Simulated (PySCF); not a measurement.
# Static response to an electric field

Species: C₄H₂F₂O₂.
SMILES with atom numbers: `[F:1][C:2]1=[CH:3][O:4][CH:5]=[C:6]([F:7])[O:8]1` (hydrogens: H9 on C3; H10 on C5)

Cartesian coordinates in Å at the GFN2-xTB level; atoms count from 1:
```xyz
10
C4H2F2O2 angstrom
F      2.300   -1.228   -0.235
C      1.162   -0.557   -0.115
C      1.112    0.759   -0.001
O     -0.078    1.454    0.125
C     -1.185    0.625    0.118
C     -1.093   -0.689    0.000
F     -2.151   -1.489   -0.007
O      0.077   -1.410   -0.128
H      1.983    1.390    0.004
H     -2.118    1.149    0.216
```

Level: PBE0/def2-SVPD (PySCF), static field, nuclei fixed, core orbitals frozen in the response. The polarisability tensor in these axes (au):

```
x   57.92 -0.03 -1.28
y   -0.03 60.44  2.15
z   -1.28  2.15 35.50
```

Q: Diagonalise the tensor; give its mean and Δα, where Δα² is half the sum of the squared differences of the eigenvalues.

A: Principal values 35.25, 57.99 and 60.63 au; mean 51.29 au = 7.60 Å³ = 8.46 × 10⁻⁴⁰ C²·m²/J; Δα = 24.17 au (47 % of the mean).

Q: What is the dipole moment, and where does it point?

A: (-0.08, 1.51, 0.13) D, 1.51 D in size, pointing from the negative to the positive side. Measured along this direction, the outermost atoms are O8, F1 and F7 at the negative end and O4 at the positive end.

Q: Form Σ f/ω² (atomic units) for the 6 lowest TDDFT singlets, given as eV and f, and set it beside the mean polarisability, which is this sum over all singlets: 4.43, 0.0002; 5.35, 0.0122; 5.79, 0.0079; 6.54, 0.0000; 6.60, 0.0000; 6.67, 0.0048.

A: They add up to 0.58 au, 1.1 % of the 51.29 au; the largest single term is 0.32 au, from the state at 5.35 eV. Terms in order: 0.01, 0.32, 0.17, 0.00, 0.00, 0.08 au. Higher excitations give the rest. The strengths listed sum to 0.025.

Q: What depolarisation ratio follows for Rayleigh scattering of linearly polarised light, taking the static tensor?

A: ρ = 3Δα²/(45ᾱ² + 4Δα²) = 1752.1/(118371 + 2336.2) = 0.0145.

Q: Directions of the eigenvectors, and the extent of the frame along each?

A: Largest value along (-0.05, 0.99, 0.09), where the nuclei span 2.88 Å; middle along (1.00, 0.06, -0.05), 4.46 Å; least along (0.06, -0.08, 0.99), 0.00 Å. The strongest response doesn't lie along the longest of the three spans.

Q: What would n − 1 = 2πNα be for an ideal gas of these molecules at 273.15 K and 1 atm, electronic part alone?

A: N = p/kT = 2.6868 × 10¹⁹ cm⁻³, so n − 1 = 2π × N × 7.60 × 10⁻²⁴ cm³ = 1283 × 10⁻⁶ at long wavelengths.

Q: Estimate the molar refractivity from the static electronic polarisability.

A: Lorentz–Lorenz: R = (4π/3)N_A α = 2.5225 cm³/(mol·Å³) × 7.60 Å³ = 19.2 cm³/mol, in the limit of long wavelengths.

Geometry: GFN2-xTB; no solvent, vibrations or thermal averaging.

These values come from a run that also computed excited states. Time: 25 s of wall time (grids of density and orbitals included); peak memory 0.75 GiB. Hardware: Arm Neoverse V2, one thread, no GPU, shared host with 32 logical CPUs at a one-minute load of 14.
